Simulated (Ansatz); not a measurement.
A nudged elastic band was laid between two geometries of CH₂GeOSi (6 atoms, charge 0, multiplicity 1).

Method: Ansatz, RKS PBE0/def2-SVP.

| Item | Value |
| --- | --- |
| movable images | 2 |
| climbing image | yes |
| spring | 5.0 eV/Å² |
| optimiser | quadratic models (default) |
| start path | through a guess of the saddle point |
| force threshold | 0.03 eV/Å |
| iteration limit | 60 |
| end points | relaxed |

Initial state:

```xyz
6
Properties=species:S:1:pos:R:3
O -1.132 0.664 -1.074
Ge -0.004 0.262 0.219
C 0.901 -1.242 0.245
Si 1.805 -2.644 0.357
H -1.558 1.522 -0.958
H -0.012 1.436 1.211
```

Final state:

```xyz
6
Properties=species:S:1:pos:R:3
O -1.164 1.135 -0.719
Ge 0.010 0.461 0.409
C 0.795 -1.104 0.212
Si 1.577 -2.577 0.082
H -1.326 0.539 -1.462
H 0.108 1.546 1.478
```

Question: Which bonds break or form, and what moves?

Answer: No bond is made or broken. The dihedral H5–O1–Ge2–C3 goes from -180 to 0°.

Question: What energy profile does the band end with?

Answer: The forces met the threshold. The highest image is number 2 of 0 to 3, 0.166 eV above the first end and 0.305 eV above the last; the last end lies 0.139 eV below the first. The dihedral H5–O1–Ge2–C3 jumps by 98° between images 2 and 3, so the path isn't resolved there. Another band between the same ends (7 images) ends at a top of the same energy, where a vibrational analysis finds 1 clearly imaginary mode. So few images can step over the top or miss a turn of the path.

| image | path coordinate (Å) | energy (eV) | dihedral H5–O1–Ge2–C3 (°) |
| --- | --- | --- | --- |
| 0 | 0.00 | 0.000 | -180 |
| 1 | 0.46 | 0.069 | 144 |
| 2 | 0.93 | 0.166 | 98 |
| 3 | 1.87 | -0.139 | 0 |

Question: What is the geometry of the highest image?

Answer: 
```xyz
6
Properties=species:S:1:pos:R:3
O -0.926 1.016 -1.072
Ge 0.080 0.395 0.245
C 0.889 -1.167 0.212
Si 1.671 -2.647 0.275
H -1.878 0.907 -0.971
H 0.163 1.495 1.311
```

The run took 3.3 min on 1 thread of Arm Neoverse V1, with other jobs on the host, peak memory 0.18 GiB.
